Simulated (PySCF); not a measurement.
# Two-component Hartree-Fock for V(2+) (vanadium, charge +2)

Start: [Ar] 3d3; 3d3/2 filled at m_j = -1/2, +1/2, +3/2. Calculated with PySCF 2.14 in x2c-QZVPPall-2c (11s9p5d3f2g, 102 functions): generalised Hartree-Fock with the X2C-1e Hamiltonian and a Gaussian nucleus; one run each with spin-orbit coupling (SO) switched off, then screened by Boettger's factors.

```tsv
spinor shell	electrons	ε, spin-free (eV)	ε, screened SO (eV)	weight of nominal j (screened SO)	rms radius, screened SO (bohr)
1s1/2	2	-5537.0	-5537.0	1.000	0.0768
2s1/2	2	-673.65	-673.62	1.000	0.332
2p1/2	2	-562.28	-567.55	0.985	0.301
2p3/2	4	-562.28	-559.66	0.992	0.303
3s1/2	2	-103.98	-103.97	1.000	1.02
3p1/2	2	-71.491	-73.256	0.657	1.10
3p3/2	4	-71.491	-70.601	0.828	1.11
3d3/2	3	-30.178	-30.186	0.610	1.43
```

```json
{"quantity": "E (hartree)", "spin-free": "-947.43684", "screened SO": "-947.44724"}
{"quantity": "M_J", "spin-free": "3/2", "screened SO": "3/2"}
{"quantity": "⟨J²⟩", "spin-free": "6.756", "screened SO": "6.685"}
{"quantity": "⟨L²⟩", "spin-free": "12.006", "screened SO": "12.005"}
{"quantity": "⟨S²⟩", "spin-free": "3.750", "screened SO": "3.750"}
```

The determinant has a definite M_J but mixes levels of different J.

Each row is a mean over spinors that exchange with the open shell spreads, by up to 9.565 eV (3p1/2).

Rows whose weight is well below 1 are mixtures of j = l ± 1/2: exchange outweighs spin-orbit coupling there, and the label is only the starting occupation.

Without spin-orbit coupling the j labels of p, d and f shells carry no meaning; the spin-free column gives the mean over the occupied spinors of each nl shell, and its ⟨J²⟩ belongs to a mixture of degenerate components.
